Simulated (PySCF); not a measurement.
# Structure elucidation problem

The spectra below were simulated for a compound C₇H₄FN.

¹H NMR (600 MHz, computed): δ 7.33 (ddd, J = 8.7, 6.0, 1.4 Hz, 1H), 7.26 (m, 1H), 6.97 (t, J = 8.5 Hz, 1H), 6.92 (dd, J = 9.5, 9.1 Hz, 1H).

¹³C{¹H} NMR (computed): δ 160.6 (C, d, J = 329.7 Hz), 128.3 (CH, d, J = 2.2 Hz), 126.3 (CH, d, J = 5.6 Hz), 117.4 (CH), 110.3 (CH, d, J = 17.6 Hz), 108.3 (C), 96.9 (C, d, J = 12.0 Hz).

Isolated molecule, no relativistic terms, one computed conformer. Geometry: PBE0-D3(BJ)/def2-SVP; J: B3LYP/pcJ-1 (spin–dipole term only in couplings to heteroatoms); KT3/pcSseg-1 with gauge-including orbitals; PySCF 2.14.

Referencing at the same level of theory: TMS for ¹H and ¹³C.

Propose a structure and justify it.

Answers


Rings plus π bonds: 6 (1 ring in the answer). 7 carbon signals for 7 carbons: no two carbons are equivalent. Carbon types of the structure: 3 × C, 4 × CH, which accounts for all hydrogens. δC 160.6: aromatic carbon bearing fluorine; σ withdrawal by the attached heteroatom moves it downfield of the ring CH carbons. δC 128.3, 126.3, 117.4, 110.3: aromatic CH. δC 108.3: nitrile carbon; this is the usual window of a C≡N carbon, which has no attached hydrogen. δC 96.9: substituted aromatic carbon. δH 7.33, 7.26, 6.97, 6.92: hydrogen on an aromatic CH; the ring current deshields protons in the ring plane. The protons at 7.33 and 6.97 share a coupling of 8.7 Hz (vicinal, an ortho-type coupling).

The compound is `N#Cc1ccccc1F`.

This is the structure that produced the data.

C–F couplings over four or more bonds (about 3 Hz to the para carbon of a fluoroarene) are left out. Common functionals overestimate the size of one-bond C–F couplings by tens of Hz; these are unscaled. Splittings below 1 Hz are ignored in the labels, and close J values are merged. Unscaled 3J(H,H) at this level run about 10 % above measured values. Shifts are as computed, not scaled to solution data. Of 1211 compounds with measured shifts, 218 miss one by over three times the rms of a fit or turn the order of signals round; such compounds aren't used in these exercises.
